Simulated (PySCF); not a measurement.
Run record for `C=C(COC)C(C)=O`: mPW1PW91/def2-SVPD, fitting basis def2-qzvpp-jkfit, full TDDFT, 6 singlets.

Method: TDDFT mPW1PW91/def2-SVPD, vertical, gas phase, core orbitals frozen in the response (PySCF 2.14.0, density-fitted response routines). Geometry: GFN2-xTB. The input is one job of a driver script: a line of settings, then coordinates in Å.

Command:
```bash
OMP_NUM_THREADS=1 python probes_run.py task.json out
```

Input:
```
{"job": {"kind": "uv", "xc": "mPW1PW91", "basis": "def2-SVPD", "nstates": 6, "ntriplets": 5, "tda": false, "scf": {"aux": "def2-qzvpp-jkfit"}}, "charge": 0, "multiplicity": 1}
C      0.597976     1.338874     0.226987
C      0.339918     0.048929     0.421541
C     -0.912858    -0.404018     1.140846
O     -1.970567     0.521695     1.104259
C     -2.627076     0.568940    -0.138432
C      1.215742    -1.053986    -0.060301
C      2.616527    -0.679512    -0.475886
O      0.819439    -2.196789    -0.112773
H     -0.086683     2.085378     0.595414
H      1.463357     1.695732    -0.302246
H     -0.680343    -0.549257     2.201476
H     -1.222924    -1.373044     0.723915
H     -3.055978    -0.407738    -0.394416
H     -1.949775     0.875559    -0.943910
H     -3.425574     1.301311    -0.038913
H      3.186211    -1.584417    -0.670666
H      2.581246    -0.083517    -1.385560
H      3.102603    -0.097821     0.302728
```

Output:
```
final grid: 143384 points
cycle   1  E = -384.5469325991  dE =  1.023e+00  |g| = 8.905e-01  |ddm| = 7.961e+00
cycle   2  E = -384.1053853828  dE =  4.415e-01  |g| = 1.738e+00  |ddm| = 5.103e+00
cycle   3  E = -384.6999497677  dE = -5.946e-01  |g| = 2.088e-01  |ddm| = 3.894e+00
cycle   4  E = -384.7084894021  dE = -8.540e-03  |g| = 9.139e-02  |ddm| = 5.185e-01
cycle   5  E = -384.7099851208  dE = -1.496e-03  |g| = 2.937e-02  |ddm| = 1.701e-01
cycle   6  E = -384.7101715166  dE = -1.864e-04  |g| = 6.355e-03  |ddm| = 6.412e-02
cycle   7  E = -384.7101794322  dE = -7.916e-06  |g| = 2.594e-03  |ddm| = 1.398e-02
cycle   8  E = -384.7101808770  dE = -1.445e-06  |g| = 7.035e-04  |ddm| = 5.027e-03
cycle   9  E = -384.7101809968  dE = -1.198e-07  |g| = 1.853e-04  |ddm| = 2.150e-03
cycle  10  E = -384.7101810046  dE = -7.799e-09  |g| = 3.668e-05  |ddm| = 5.894e-04
cycle  11  E = -384.7101810049  dE = -3.051e-10  |g| = 1.314e-05  |ddm| = 1.389e-04
converged SCF energy = -384.7101810049

Static polarisability (au): isotropic 79.343, principal 62.484 85.536 90.009

Singlet excitations
state   eV       nm        f      main configurations
  1   3.7072    334.4   0.00057   H->L 0.84, H-1->L 0.13
  2   4.8850    253.8   0.00356   H-1->L 0.81, H->L 0.14
  3   5.7120    217.1   0.16979   H-2->L 0.88
  4   6.3592    195.0   0.03735   H-3->L 0.91
  5   6.7522    183.6   0.00312   H->L+1 0.78, H->L+2 0.14
  6   6.9186    179.2   0.00216   H->L+2 0.48, H->L+1 0.18, H->L+3 0.18

Triplet excitations (Tamm-Dancoff, eV): 3.2117 3.5561 4.7586 5.7437 6.1456
```

H and L stand for HOMO and LUMO; the number after each pair is its weight.

Problem. How does the lowest singlet excitation compare with the HOMO–LUMO gap?

Solution. HOMO -7.32 eV and LUMO -1.79 eV give a gap of 5.53 eV; S1 at 3.71 eV lies 1.82 eV below it.

Problem. Give S1 in cm⁻¹ and kJ/mol.

Solution. 3.7072 eV × 8065.54 = 29901 cm⁻¹; × 96.485 = 357.7 kJ/mol.

In short: SCF converged in 11 cycles with 246 basis and 784 fitting functions; HOMO -7.32 eV, LUMO -1.79 eV; lowest singlet 3.71 eV; lowest triplet 3.21 eV (Tamm–Dancoff); mean polarisability 79.3 au.

Cost: about 2 min of CPU time on one thread; the machine was shared, so the figure is rough.

The values belong to the conformer `[CH2:1]=[C:2]([CH2:3][O:4][CH3:5])[C:6]([CH3:7])=[O:8]`: C1–C2–C3–O4 24°, C2–C3–O4–C5 76°, C1–C2–C6–C7 16°.
